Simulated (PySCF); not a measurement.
**Mass spectrum arithmetic for `Cl[Si](Cl)(I)I`**

Species: `Cl[Si](Cl)(I)I`.

Calculated from tabulated atomic weights, isotope masses and abundances; no fragmentation.

Q: What are the average molar mass and the monoisotopic mass?

A: For Cl2I2Si, with standard atomic weights, 2 × 35.450 + 1 × 28.085 + 2 × 126.904 = 352.793 g/mol. From the most abundant isotopes (35Cl, 28Si, 127I), 2 × 34.968853 + 1 × 27.976927 + 2 × 126.904473 = 351.7236 u.

Q: Work out the cluster of the molecular ion M+•, one line a nominal mass.

A: 
| nominal mass | m/z (centroid) | relative intensity |
| --- | --- | --- |
| 352 | 351.7230 | 100.0 |
| 353 | 352.7226 | 5.1 |
| 354 | 353.7201 | 67.3 |
| 355 | 354.7196 | 3.2 |
| 356 | 355.7171 | 12.4 |
| 357 | 356.7167 | 0.5 |
| 358 | 357.7140 | 0.3 |

Cut off at 0.1 %. One electron mass, 0.00055 u, is taken off.

Q: Give the mass fraction of each element.

A: Cl 20.10 %, Si 7.96 %, I 71.94 %.

Q: Which m/z would the protonated and sodiated molecule have?

A: [M+H]+ 352.7309, [M+Na]+ 374.7128, for the monoisotopic species (arithmetic only; whether such ions form is another matter).

Q: What resolving power m/Δm just matches the spacing of the species with one 30Si and with one 37Cl?

A: They lie 0.00021 u apart at mass 353.72, so m/Δm is about 1.7e+06.

Q: Protons, neutrons, electrons, and exact less nominal mass of the monoisotopic species?

A: 154 protons, 198 neutrons and 154 electrons; 351.7236 − 352 = -0.2764 u.
